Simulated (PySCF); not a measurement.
# Worked example: refractive index and permittivity of the vapour

InCl₂, SMILES [Cl][In][Cl], multiplicity 2.

The structure is a stationary point at B3LYP-D3(BJ)/def2-TZVP. The spin state was assumed, not searched. The isomer is the one that the SMILES or the coordinates give; other isomers of the formula were not compared. The def2 effective core potentials stand for the cores of In; spin–orbit coupling is left out.

PBE/def2-TZVPD in PySCF gives a mean static polarisability of 76.0 bohr³ and a dipole moment of 2.49 D. Take an ideal gas at 298.15 K and 0.1 bar, whether or not the substance is that volatile.

**Question.** Work out n − 1 in the optical limit and the static ε − 1.

**Answer.** 
Polarisability volume α' = 76.0 × 0.148185 = 11.26 Å³. Number density N = p/kT = 2.43e-6 Å⁻³.
Dilute limit of Lorentz–Lorenz: n − 1 = 2π N α' = 0.00017.
Orientation term of Debye: μ²/(3kT) = 8.098 Å³ × μ²(D²) = 50.21 Å³.
ε − 1 = 4π N (α' + μ²/3kT) = 0.0019. Orientation of the dipole supplies 82 % of the static response; it can't follow optical fields. Vibrational polarisation and dispersion are left out.
